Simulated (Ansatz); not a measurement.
A structure relaxed at r2SCAN-D4/def2-TZVP in Ansatz, charge 1, doublet:

```tsv
atom	x (Å)	y (Å)	z (Å)
Ca1	-0.677	1.377	-0.101
I2	-1.165	-1.416	0.217
I3	1.842	0.039	-0.116
```

Question: Give its formula and point group.

Answer: the cluster CaI₂⁺. Point group C2v (tolerance 0.1 Å).

Question: Summarise the bond lengths by kind (pairs closer than 1.2 times the sum of covalent radii, bridged metal pairs left out).

Answer: 2 × Ca–I 2.85 Å.

In the def2 sets I takes a core potential; there is no spin–orbit coupling. The relaxation made no stability test and no search for a lower SCF solution. The structure comes from a short search, and lower isomers may exist.
